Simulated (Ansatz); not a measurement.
`CO[SiH](O)Cl` + HBr → `O[SiH](Cl)Br` + CH₃OH  (ligand exchange at the Si–O bond)

Program: Ansatz. Geometries: PBE0-D4/def2-TZVP. ΔE: electronic, gas phase. CCSD(T)/CBS is the MP2 limit (def2-TZVPP, def2-QZVPP) plus CCSD(T) − MP2 in def2-TZVPP, frozen cores. This one scheme is used for every species. DFT in def2-TZVPP. B3LYP here is the variant with VWN-RPA as its local correlation; programs differ in this. For Br outer-core shells are correlated without core-valence functions, which leaves a few kJ/mol of doubt a bond. Scalar relativity is left out up to krypton. One conformer a species, not always the lowest.

```csv
level,ΔE (kJ/mol),difference from CCSD(T)/CBS
PBE-D4,10.1,-8.4
r2SCAN-D4,18.6,0.1
PBE0-D4,11.9,-6.6
B3LYP-D4,22.4,3.9
ωB97X-V,20.5,2.0
ωB97M-V,20.0,1.5
B2PLYP,22.2,3.7
PBE,8.8,-9.7
r2SCAN,17.8,-0.7
PBE0,10.7,-7.8
B3LYP,20.9,2.4
HF/def2-TZVPP,27.3,8.8
MP2/def2-TZVPP,20.1,1.6
SCS-MP2/def2-TZVPP,23.3,4.8
CCSD/def2-TZVPP,25.7,7.2
CCSD(T)/def2-TZVPP,24.7,6.2
HF/def2-QZVPP,28.6,10.1
MP2/def2-QZVPP,17.0,-1.5
SCS-MP2/def2-QZVPP,20.5,2.0
HF/CBS(def2),28.8,10.3
MP2/CBS(def2),13.8,-4.7
CCSD/CBS(def2),19.4,0.9
CCSD(T)/CBS,18.5,0
```

Largest T1 diagnostic among the species: 0.011.
